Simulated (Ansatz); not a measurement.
Consider the hydrogenolysis of a Zn–Al bond: `[F][Al]([F])[Zn][O][SiH3]` + H₂ → `[SiH3][O][ZnH]` + `[F][AlH][F]`.

Program: Ansatz. Geometries: PBE0-D4/def2-TZVP. ΔE: electronic, gas phase. CBS: MP2 limit from def2 TZ/QZ plus the TZ coupled-cluster correction, frozen cores. This one scheme is used for every species. DFT in def2-TZVPP. For Zn outer-core shells are correlated without core-valence functions, which leaves a few kJ/mol of doubt a bond. Scalar relativity is left out up to krypton. One conformer a species, not always the lowest.

```tsv
level	ΔE (kJ/mol)	difference from CCSD(T)/CBS
r2SCAN-D4	28.9	-0.9
B97M-V	11.8	-18.0
r2SCAN0-D4	26.3	-3.5
PBE	34.0	4.2
BLYP	27.9	-1.9
RPA@PBE/def2-TZVPP	17.4	-12.4
CCSD(T)/def2-SVP	19.5	-10.3
MP2/def2-TZVPP	22.4	-7.4
CCSD(T)/def2-TZVPP	22.5	-7.3
MP2/def2-QZVPP	26.8	-3.0
CCSD(T)/CBS	29.8	0
```

Largest T1 diagnostic among the species: 0.016.

From PBE to PBE0 (25 % exact exchange), in def2-TZVPP and without D4, ΔE moves by −5.0 kJ/mol. The D4 term adds +3.0 kJ/mol with B3LYP and +1.9 kJ/mol with PBE0; it sums over pairs of atoms, weighted by their polarisabilities, and B3LYP, whose exchange is more repulsive, gets the larger term. In def2-TZVPP, CCSD(T) changes the Hartree–Fock value by +13.1 kJ/mol (the triples alone add +3.4 kJ/mol) and MP2 by +13.1 kJ/mol.

B3LYP here is the variant with VWN-RPA as its local correlation; programs differ in this.
